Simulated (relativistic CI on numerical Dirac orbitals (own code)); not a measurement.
**Co IV: calculation against measurement**

Calculated at this level of theory: Dirac-Coulomb-Breit CI, KLI orbitals optimised for each configuration, model QED (radiative potential, 1s self-energy scaled to tabulated hydrogen-like ionisation energies), valence Slater integrals scaled by 0.85, configuration energies shifted to the measured levels that pair with them (semi-empirical) (own radial code, finite nucleus).

Configuration list (outside the closed core [Ne] 3s2): 3p6 3d6, 3p6 3d5 4s, 3p6 3d5 4p, 3p6 3d5 4d, 3p6 3d5 5s, 3p6 3d4 4s2, 3p5 3d7, 3p6 3d5 5p, 3p6 3d5 4f, 3p6 3d5 5d, 3p6 3d4 4s 4p, 3p6 3d5 5f, 3p6 3d5 5g, 3p6 3d4 4p2, 3p6 3d4 4s 4d, 3p4 3d8. Levels of other configurations are missing.

```csv
Configuration,Term (tabulated),J,Measured (cm⁻¹),Computed,Error,Purity (%)
3p6 3d6,5D,4,0.0,0,0,99
3p6 3d6,5D,3,639.1,617,-23,99
3p6 3d6,5D,2,1077.7,1038,-40,99
3p6 3d6,5D,0,1493.6,1437,-57,99
3p6 3d6,3P2,2,22883.3,21770,-1113,99
3p6 3d6,3H,6,23679.5,23605,-74,99
3p6 3d6,3H,5,24031.8,23936,-96,97
3p6 3d6,3H,4,24272.0,24048,-224,65
3p6 3d6,3P2,1,24729.2,23566,-1164,99
3p6 3d6,3F2,4,25396.0,24506,-890,66
3p6 3d6,3P2,0,25448.7,24223,-1226,97
3p6 3d6,3F2,3,25735.9,24752,-984,97
3p6 3d6,3F2,2,25969.0,24990,-979,99
3p6 3d6,3G,5,29021.8,28336,-686,97
3p6 3d6,3G,4,29592.2,28874,-718,95
3p6 3d6,3G,3,29867.5,29137,-731,97
3p6 3d6,1I,6,35942.7,35563,-380,100
3p6 3d6,3D,2,36348.0,34758,-1590,98
3p6 3d6,3D,1,36382.0,34778,-1604,99
3p6 3d6,3D,3,36554.5,34949,-1606,99
3p6 3d6,1G2,4,36683.3,34362,-2322,98
3p6 3d6,1S2,0,41441.9,37090,-4352,97
3p6 3d6,1D2,2,42341.8,41761,-581,98
3p6 3d6,1F,3,50630.1,49354,-1276,98
3p6 3d6,3P1,0,58320.6,55368,-2953,99
3p6 3d6,3P1,1,58919.8,55965,-2955,99
3p6 3d6,3F1,2,59748.8,56478,-3270,99
3p6 3d6,3F1,4,59838.2,56606,-3232,99
3p6 3d6,3F1,3,59902.8,56663,-3240,98
3p6 3d6,3P1,2,60098.4,57123,-2975,99
3p6 3d6,1G1,4,67907.0,65099,-2808,99
3p6 3d5 4s,7S,3,90554.4,90786,232,100
3p6 3d6,1D1,2,91218.4,86608,-4611,99
3p6 3d5 4s,5S,2,102773.9,102481,-293,99
3p6 3d5 4s,5P,3,132729.1,133133,403,92
3p6 3d5 4s,5P,2,132828.7,133230,401,93
3p6 3d5 4s,5P,1,132952.6,133361,409,96
3p6 3d5 4s,5D,4,136362.9,136334,-29,99
3p6 3d5 4s,5D,0,136399.9,136416,16,99
3p6 3d5 4s,5D,1,136519.1,136498,-21,96
3p6 3d5 4s,5D,2,136611.2,136595,-16,92
3p6 3d5 4s,5D,3,136612.5,136596,-16,92
```

Measured levels from Sugar and Corliss, J. Phys. Chem. Ref. Data 10, 1097 (1981); pairs were made by configuration, J and term (by order where the table uses no LS term), so strongly mixed levels may be paired wrongly.

Mean error by configuration (cm⁻¹): 3p6 3d6 -1573; 3p6 3d5 4s 109. Over the excited levels the mean absolute error is 1234 cm⁻¹ (41 of the 41 excited levels that our extract of the source holds in range could be paired), and the median relative error of those above 1,000 cm⁻¹ is 3.6 %, both after the shifts were fitted to these levels, so that a configuration with one level shows no error. Some levels of the ground configuration have no partner.

Configurations whose levels could be paired with our table of measured levels were shifted onto them, all but the ground configuration, by the median error of their levels; single terms can still be off by 1,000 to 2,000 cm⁻¹ or more, and rates follow the energies as ν³ (E1, M1) or ν⁵ (E2). The others borrow a shift and can be off by several thousand cm⁻¹ or more. The fine structure of a lone outer electron comes out too small, for d and f at times inverted, and misplaced configurations move strength between like terms. 41 of the 41 excited levels that our extract of the measured tables holds in this range could be paired (the sources list more); they are missed by 1234 cm⁻¹ on average and 4611 at most, after the shifts were fitted to these levels, and levels without a partner can miss by more. Some levels of the ground configuration have no partner and can miss by 10 % or more.

Shifts applied (cm⁻¹): 3p6 3d6 0; 3p6 3d5 4s -3217.
